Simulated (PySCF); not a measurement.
Bond length, frequency and bond energy of RbSr⁻ by level of theory

State: ¹Σ⁺ (singlet), closed shell. Set-up: Rb def2-SVPD with ECP28, Sr def2-SVPD with ECP28; scalar-relativistic core potentials (PySCF 2.14). De refers to Rb⁻ + Sr in their ground configurations, without counterpoise correction. A positive dipole points towards Sr; it is taken about the centre of mass and depends on that origin.

```csv
Level,Re (Å),ωe (cm⁻¹),De (eV),μ (D)
RHF-MP2,5.074,34.4,n/a,n/a
RHF-SCS-MP2,5.171,32.0,n/a,n/a
RHF-CCSD,5.134,33.5,0.285,n/a
RHF-CCSD(T),5.062,35.8,0.338,n/a
PBE,4.912,37.6,0.398,3.44
PW91,4.894,37.9,0.402,3.51
r²SCAN,4.968,38.0,0.399,3.14
r²SCANh,4.969,37.8,0.390,3.14
PBE0,4.952,37.4,0.369,3.27
r²SCAN0,4.973,37.6,0.378,3.17
```

**Question.** Which functional lies closest to RHF-CCSD(T) in De, which farthest, and by how much do they differ from it?

**Answer.** Closest is PBE0 (-11.0 pm in Re, +4.5 % in ωe, +0.03 eV in De against RHF-CCSD(T) in the same basis), farthest PW91 (-16.8 pm in Re, +5.9 % in ωe, +0.06 eV in De). CCSD(T) converges more slowly with the basis than the functionals do and binds too weakly in this one, so the order can change at the basis-set limit.

**Question.** What does the step from GGA to meta-GGA do here, going from PBE to r²SCAN?

**Answer.** r²SCAN less PBE: +5.6 pm in Re, +1.1 % in ωe, +0.00 eV in De. 

**Question.** What does a quarter of exact exchange do here, going from r²SCAN to r²SCAN0?

**Answer.** r²SCAN0 less r²SCAN: +0.5 pm in Re, -1.1 % in ωe, -0.02 eV in De. Exact exchange removes part of the self-interaction that spreads semilocal densities, and in most molecules shortens and stiffens the bond and lowers De; here Re goes the other way.

Correlated steps freeze no core orbitals. Closed-shell solutions of metal pairs were not tested for spin polarisation, which can lower them a little. The bond is weak. Basis-set superposition, not corrected here, can be much of De in a small basis, most of all at correlated wavefunction levels. For an ion De counts to the pair picked by the measured ionisation energies or electron affinities, which need not be the lowest pair at this level. The highest Kohn–Sham level is positive in this anion. Much of that is self-interaction error, but it also means that the finite basis helps to hold the extra electron. The CCSD T1 diagnostic is raised, a sign that a single reference may not be enough here.

The whole job (state search and all levels along the bond) took about 2.1 min on 1 thread of Arm Neoverse V2 (shared host), peak memory 0.66 GiB.
